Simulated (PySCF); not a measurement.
Geometries of 2 isomers of C2H8GeO2, from PBE0-D3(BJ)/def2-SVP geometry optimisation, gas phase in PySCF 2.14.0. One conformer each, no zero-point energy, no frequencies.

Problem. Which isomer lies lower at this level?
A.
```xyz
13
angstrom
C     -1.776    0.346    0.243
O     -0.479   -0.166    0.231
C      0.075   -0.300   -1.047
O      1.408   -0.591   -0.929
Ge     2.355    0.287    0.324
H     -1.833    1.341   -0.241
H     -2.088    0.447    1.291
H     -2.491   -0.325   -0.271
H     -0.096    0.647   -1.615
H     -0.418   -1.127   -1.601
H      3.803    0.080   -0.142
H      1.966    1.778    0.292
H      2.136   -0.326    1.715
```
B.
```xyz
13
angstrom
C      2.236    0.524   -0.050
O      1.723   -0.609    0.600
Ge     0.004   -0.713    0.983
O     -0.844   -0.507   -0.566
C     -2.141    0.006   -0.636
H      2.120    1.445    0.554
H      1.755    0.695   -1.029
H      3.313    0.368   -0.218
H     -0.195   -2.118    1.563
H     -0.439    0.445    1.907
H     -2.906   -0.725   -0.310
H     -2.275    0.924   -0.028
H     -2.361    0.268   -1.683
```

Solution. B. That is `C[O][GeH2][O]C`, 12.3 kcal/mol below the other.

```
        SMILES           atoms numbered as above       E (Eh)  relative (kcal/mol)  relative (kJ/mol)  dipole (D)
C[O][GeH2][O]C  [CH3:1][O:2][GeH2:3][O:4][CH3:5]  -2307.53202                  0.0                0.0        1.90
  COC[O][GeH3]  [CH3:1][O:2][CH2:3][O:4][GeH3:5]  -2307.51238                 12.3               51.6        1.87
```
